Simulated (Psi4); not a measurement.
A dimer, BBr3 ··· H3N (SMILES BrB(Br)Br and N), singlet; the first 4 atoms form monomer A.

```
8

B     -0.0002     0.0001     0.0002
Br    -1.5209    -1.1474    -0.0933
Br    -0.0291     1.6952    -0.8736
Br     1.5502    -0.5478     0.9667
N      1.4664    -1.1542    -2.4260
H      1.8867    -2.0499    -2.2062
H      1.0070    -1.2487    -3.3246
H      2.2206    -0.4869    -2.5412
```

Problem. What interaction energy does SAPT0/jun-cc-pVDZ, frozen core (Psi4) give, and which attractive term is the largest?

Solution. Total -17.23 kJ/mol: electrostatics -30.57, exchange 32.31, induction -7.16, dispersion -11.81. The most attractive term is electrostatics.
